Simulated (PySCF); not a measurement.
A TDDFT job was run through a driver script with this input:

```
{"job": {"kind": "uv", "xc": "CAM-B3LYP", "basis": "def2-SVPD", "nstates": 8, "ntriplets": 3}, "charge": 0, "multiplicity": 1}
C      1.688916     2.600276     0.065752
C      1.833236     1.407992     0.138442
Ge     2.021580    -0.482287     0.271930
O      0.616543    -1.114313     1.050152
Si    -0.982060    -1.444005     1.082980
Si    -2.184845     0.131139    -0.091154
H      1.575265     3.645445    -0.004408
H      2.114907    -1.099644    -1.098071
H      3.146029    -0.865613     1.189020
H     -1.239999    -1.502937     2.526562
H     -1.100329    -2.809149     0.544113
H     -2.511667    -0.295521    -1.459322
H     -1.506318     1.426102    -0.237377
H     -3.471936     0.402041     0.559266
```

Its output, with some lines taken out ([cut]):

```
coarse grid: 55560 points
cycle   1  E = -2811.5604498689  dE = -1.356e-01  |g| = 9.056e-01  |ddm| = 7.830e+00
cycle   2  E = -2811.4125837764  dE =  1.479e-01  |g| = 1.294e+00  |ddm| = 2.826e+00
cycle   3  E = -2811.7060375475  dE = -2.935e-01  |g| = 1.307e-01  |ddm| = 1.591e+00
cycle   4  E = -2811.7091862089  dE = -3.149e-03  |g| = 4.815e-02  |ddm| = 2.994e-01
cycle   5  E = -2811.7095133942  dE = -3.272e-04  |g| = 7.206e-03  |ddm| = 9.238e-02
cycle   6  E = -2811.7095259684  dE = -1.257e-05  |g| = 1.635e-03  |ddm| = 2.461e-02
cycle   7  E = -2811.7095266176  dE = -6.493e-07  |g| = 8.292e-04  |ddm| = 5.795e-03
final grid: 113496 points
cycle   8  E = -2811.7095182456  dE =  2.452e-07  |g| = 1.370e-03  |ddm| = 5.079e-03
cycle   9  E = -2811.7095173983  dE =  8.473e-07  |g| = 2.308e-03  |ddm| = 4.912e-03
cycle  10  E = -2811.7095187100  dE = -1.312e-06  |g| = 4.832e-05  |ddm| = 3.132e-03
cycle  11  E = -2811.7095187107  dE = -7.021e-10  |g| = 1.023e-05  |ddm| = 1.096e-04
converged SCF energy = -2811.7095187107

Static polarisability (au): isotropic 105.665, principal 89.791 106.608 120.596

Singlet excitations
state   eV       nm        f      main configurations
[cut]
  2   6.1421    201.9   0.00595   H->L 0.72
  3   6.3915    194.0   0.00526   H-3->L 0.22, H-2->L 0.12, H-2->L+4 0.10
  4   6.5058    190.6   0.00030   H-3->L+2 0.24, H-3->L+4 0.20, H-3->L+3 0.13
[cut]
[cut]
  7   7.5375    164.5   0.00469   H->L+3 0.38, H->L+4 0.18, H-6->L 0.10
[cut]

[cut]
```

Computed with TDDFT CAM-B3LYP/def2-SVPD, vertical, gas phase, core orbitals frozen in the response in PySCF 2.14.0, density-fitted response routines. Geometry: GFN2-xTB, one conformer, isolated molecule. GFN2-xTB frequencies show an imaginary mode (40i cm⁻¹), so this geometry is no minimum at that level. The CAM-B3LYP/def2-SVPD calculation is non-relativistic and has no spin–orbit coupling, an omission that weighs most on germanium.

What stood in the cut lines?

```
  1   6.0094    206.3   0.00090   H-1->L 0.28, H-2->L 0.17, H->L 0.13
  5   6.6345    186.9   0.00104   H-2->L 0.33, H-1->L 0.30, H-3->L 0.22
  6   7.0509    175.8   0.02760   H->L+2 0.58, H->L+4 0.18
  8   7.6372    162.3   0.00556   H->L+1 0.71, H->L+6 0.14
Triplet excitations (Tamm-Dancoff, eV): 5.0749 5.4983 5.5358
```

Give the energy of state 7 in hartree, cm⁻¹ and kJ/mol.

0.27700 hartree, 60794 cm⁻¹, 727.3 kJ/mol.

What share of the summed oscillator strength falls to the strongest level in this window?

State 6 at 176 nm: 0.0276 of 0.0513, or 54%.

Which orbital energies lie behind H and L?

HOMO -9.26 eV and LUMO 0.13 eV, a gap of 9.38 eV; state 1 differs from that by -3.37 eV.

Write the structure that the coordinates describe.

`C#[C][GeH2][O][SiH2][SiH3]` (C2H8GeOSi2), point group C1.

The SCF starts on a coarse grid; the energy jumps when the final grid takes over, and dE counts afresh there. H and L stand for HOMO and LUMO.

Shape of the structure used: `[CH:1]#[C:2][GeH2:3][O:4][SiH2:5][SiH3:6]`: C2–Ge3–O4–Si5 68°, Ge3–O4–Si5–Si6 -32°.
